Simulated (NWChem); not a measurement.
System: SiHSF, singlet; SMILES F[Si]S

The following NWChem deck was run.

```
start job
memory heap 200 mb stack 900 mb global 1100 mb
geometry units angstroms noautosym nocenter noautoz
  Si     0.660022     0.638535     0.000000
  F     -0.722252     1.544823     0.000000
  S     -0.264527    -1.334335     0.000000
  H      0.957900    -1.940292     0.000000
end
basis spherical
  * library def2-svp
end
dft
  xc pbe0
  iterations 150
end
property
  efieldgrad
end
task dft property
```

Low-valent species are run as closed-shell singlets; no triplet was tried in these runs. All runs use the structure optimised with PBE-D3(BJ)/def2-SVP.

Vzz is the largest principal value of the second derivative of the potential at the nucleus (NWChem prints the opposite sign); η is the asymmetry. Non-relativistic.

Atoms are numbered as in the input.

Q: Give the results of this calculation. (PBE0/def2-SVP.) Quantities: Vzz S3 (a.u.); η S3.

A: 
* **Vzz S3 (a.u.)**: 1.588
* **η S3**: 0.43
